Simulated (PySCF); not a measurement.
Species: VF2Cl2 (doublet state).
Bonds: V1–F2, V1–F3, V1–Cl4, V1–Cl5.

Level of theory: PBE0-D3(BJ)/def2-SVP geometry optimisation, gas phase (PySCF).

List the bond lengths and angles at this level.

```json
{"bond": "V1–F2, V1–F3", "length (Å)": "1.692"}
{"bond": "V1–Cl4, V1–Cl5", "length (Å)": "2.134"}
```

Bonds in one row agree within 0.01 Å and their mean is given. A selection of angles:
```json
{"angle": "F2–V1–F3", "degrees": "121.4"}
{"angle": "F2–V1–Cl4", "degrees": "107.4"}
{"angle": "Cl4–V1–Cl5", "degrees": "106.2"}
```

V1 (vanadium bonded to 2 Cl and 2 F) is distorted tetrahedral (angles from 106.2° to 121.4°).

Point group: C2v (every atom within 0.08 Å of its image). Stationary, but not proved a minimum. ⟨S²⟩ = 0.758 (exact for a doublet: 0.75).

Neither the SCF state along the optimisation nor the shape of the open-shell metal species was proved the lowest: other solutions of the same spin, or a structure of lower symmetry, can lie below.
